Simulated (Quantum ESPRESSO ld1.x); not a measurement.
Q: Ga24+, 7 electrons, occupied as [He] 2s2 2p3. All-electron calculation, Dirac Kohn-Sham, PW91, spin-unpolarised, spherical densities, point nucleus; open shells fill j = l - 1/2 first. Program: ld1.x of Quantum ESPRESSO 7.5. Some entries of the table are withheld. Estimate them.

orbital  occ.  eigenvalue (Ry)  r(max) (bohr)  <r^2> (bohr^2)
1s1/2       2              (1)          0.032        0.003156
2s1/2       2         -180.795          0.177         0.04997
2p1/2       2         -173.124            (2)         0.03766
2p3/2       1         -170.780            (3)         0.03885

A: 
(1) 1s1/2 eigenvalue (Ry): -855.191
(2) 2p1/2 r(max) (bohr): 0.138
(3) 2p3/2 r(max) (bohr): 0.141
